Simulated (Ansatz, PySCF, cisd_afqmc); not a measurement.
Species: SnI, charge 0, doublet. SnI (SMILES [Sn][I], doublet).
B3LYP-D3(BJ)/def2-TZVP minimum from Ansatz (a quantum-chemistry and plane-wave program):
```
Sn
I 1 2.7470
```
Charge 0, spin multiplicity 2.

Atomisation energy term by term, kcal/mol (programs: Ansatz, cisd_afqmc). UHF or UKS for unpaired electrons; spin-orbit terms are left out. Correlated methods leave the cores frozen (noble-gas shells, and filled d and f shells in the p block). Past Kr the def2 sets carry scalar-relativistic core potentials. AFQMC/CISD: phaseless, guided by CISD from CCSD amplitudes; bars are statistical, one sigma. Outlying blocks are dropped, and bars are widened where a walk drifts. Over all cases where full CI ran beside it in this data, AFQMC minus full CI had a median of +0.1 mEh and passed +0.4 mEh in a tenth of the cases. CBS(X,Y): correlation extrapolated as X^-3, Hartree-Fock from the larger set. A bracket is a step between two methods taken in the basis named. Spin-orbit terms, left out, reach several kcal/mol for Br and I, and more for heavier atoms. The spin of ISn ([Sn][I], doublet) was assumed, and the state is the lowest solution found for it.

| term | basis | kcal/mol |
|---|---|---|
| Hartree-Fock | def2-QZVPP | 43.41 |
| CCSD correlation | CBS(def2-TZVPP,def2-QZVPP) | 23.54 |
| (T) | CBS(def2-TZVPP,def2-QZVPP) | 3.31 |
| CCSDT(Q) - CCSD(T) | def2-QZVPP | 0.23 |
| CCSDTQ - CCSDT(Q) | def2-SVP | -0.04 |
| minus zero-point energy | harmonic, PySCF's Hessian at B3LYP-D3(BJ)/def2-TZVP | -0.27 |
| sum: D0 |  | 70.2 |

The step beyond CCSD(T) by other levels: CCSDTQ in def2-SVP 0.38; AFQMC/CISD in def2-SVP 0.42 ± 0.11; CCSDT(Q) in def2-SVP 0.42; CCSDT(Q) in def2-TZVPP 0.28 kcal/mol.
